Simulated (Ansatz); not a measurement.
H7Si3, SMILES [SiH2][SiH2][SiH3] (connectivity only; charge and spin as stated), charge +1, multiplicity 1.

Geometry: B3LYP-D3(BJ)/def2-SVP. The spin state was assumed, not searched. The isomer is the one that the SMILES or the coordinates give; other isomers of the formula were not compared.

Two levels are set side by side: PBE/def2-SVPD (Ansatz, a first-principles code) and PBE0/def2-SVPD (Ansatz). Energy differences of separate SCF runs at the same geometry; the states with an electron removed or added have multiplicity 2 and 2. Differences are taken from unrounded values.

```csv
quantity,PBE0,PBE,PBE minus PBE0
vertical ionisation energy (eV),14.97,14.90,-0.07
vertical electron affinity (eV),7.16,7.07,-0.09
vertical singlet–triplet gap (eV),2.50,2.44,-0.06
```
